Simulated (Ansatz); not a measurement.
`[NH2][SnH]([F])[O][SiH3]` + `CCB(O)O` → `CCB(O)O[SiH3]` + `[NH2][SnH]([OH])[F]`  (ligand exchange at the Si–O bond)

Computed with Ansatz on PBE0-D4/def2-TZVP structures; ΔE is electronic, products minus reactants. CCSD(T)/CBS is the MP2 limit (def2-TZVPP, def2-QZVPP) plus CCSD(T) − MP2 in def2-TZVPP, frozen cores. def2 core potentials past Kr. For Sn outer-core shells are correlated without core-valence functions, which leaves a few kJ/mol of doubt a bond. One conformer a species, not always the lowest.

| species | HF/def2-TZVPP energy (Eh) |
| --- | --- |
| `[NH2][SnH]([F])[O][SiH3]` | -734.74684 |
| `CCB(O)O` | -254.45631 |
| `CCB(O)O[SiH3]` | -544.60474 |
| `[NH2][SnH]([OH])[F]` | -444.59193 |

**Question.** Work out ΔE.

**Answer.** ΔE = (-544.60474) + (-444.59193) − (-734.74684) − (-254.45631) = 0.00648 Eh = +4.1 kcal/mol. CCSD(T)/CBS gives +3.7 kcal/mol.

Largest T1 diagnostic among the species: 0.014.
